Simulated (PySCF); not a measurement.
vanadium atom (V), quartet. Base run: PySCF with PBE0/6-31G*.

PySCF was given this input:
```python
from pyscf import gto, scf, dft

mol = gto.Mole()
mol.atom = '''
    V     0.00000000    0.00000000    0.00000000
'''
mol.basis = '6-31g*'
mol.spin = 3
mol.verbose = 4
mol.build()

mf = dft.UKS(mol)
mf.xc = 'pbe0'
mf.kernel()
mf.analyze()
```

Variants of this job, named by their change:

```csv
change,ΔE vs base (mEh),<S^2>,outcome
base,0.000,3.755,converged
init_guess = vsap,-,-,not converged
diis = off (with mf.max_cycle = 100),-,-,not converged
level_shift = 0.5 (with mf.max_cycle = 100),-,-,not converged
init_guess = mod_huckel,39.619,3.755,another SCF solution
init_guess = 1e,-,-,not converged
conv_tol = 1e-7,0.000,3.755,converged
damp = 0.5; diis_start_cycle = 5,0.000,3.755,converged
init_guess = atom,0.020,3.755,converged
diis = off; damp = 0.3 (with mf.diis_start_cycle = 200; with mf.max_cycle = 150),-,-,not converged
solver = newton; init_guess = 1e,-0.034,3.755,converged
solver = newton,-0.046,3.755,converged
level_shift = 0.3 (with mf.max_cycle = 100),-,-,not converged
```

A guess, shift, damping, solver or small numerical setting can't move a converged solution much, so rows marked as another SCF solution ended in a different state.

Open shells are given as the SCF converged; they aren't shown to be the lowest states, and a large step between rows can be another state.
